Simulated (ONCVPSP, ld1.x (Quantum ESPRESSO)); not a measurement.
# Potentials for aluminium compared

Generated with ld1.x 7.5 (TM, RRKJ, ultrasoft, PAW), atompaw 4.2 or ONCVPSP 4.0.1. The cutoff is in Ry: for ld1.x and atompaw files where the sum of valence levels is converged to 10 mRy in a Bessel basis, for ONCV files where the hardest occupied wave has 1 mHa per electron of residual kinetic energy. The error is the largest all-electron minus pseudo excitation energy over each file’s own four to seven test configurations (ionisations up to +4, promotions, holes and added fractions of an electron), all of which were solved. The labels leave out finer settings (local radius, basis sizes, second energies), which also bear on the numbers. Spin-polarised tests are not counted. The rows are a selection from randomly drawn settings: files with unsolved tests, undetermined cutoffs or missed reference levels are left out.

| potential | cutoff (Ry) | largest error (meV) | bound ghosts |
| --- | --- | --- | --- |
| ONCV, Wu-Cohen, non-relativistic, rc 2.25/2.25 (sp), local p, core correction yes, reference 3s1.5 3p1.5, qcut 2.5/3.4, projectors 2/0 | 24 | -34 | none |
| ultrasoft, PBE, scalar-relativistic, rc 1.78/2.38/2.26 (spd), local smoothed, core correction no, reference 3s2 3p1 | 8 | +34 | none |
| ONCV, PBEsol, scalar-relativistic, rc 1.60/2.00/1.85 (spd), local smoothed, core correction no, reference 3s2 3p1, qcut 4.7/4.4/5.7, projectors 1/2/1 | 11 | +20 | none |
| ONCV, PBE, scalar-relativistic, rc 2.15/2.90 (sp), local s, core correction no, reference 3s2 3p1, qcut 3.5/2.7, projectors 0/2 | 10 | +18 | none |
| ONCV, LDA (Perdew-Zunger), scalar-relativistic, rc 1.80/1.80 (sp), local s, core correction yes, reference 3s1, qcut 3.1/3.9, projectors 0/3 | 23 | +44 | none |
| ONCV, PBE, scalar-relativistic, rc 2.30/2.20 (sp), local smoothed, core correction yes, reference 3s2 3p0.5, qcut 2.8/3.7, projectors 1/2 | 9 | +24 | none |

Fill in the row for Al: ONCV, PBEsol, scalar-relativistic, rc 2.20/2.00 (sp), local smoothed, core correction yes, reference 3s2 3p0.5, qcut 2.5/3.4, projectors 2/2.

cutoff 28 Ry, largest error -56 meV, bound ghosts: none.
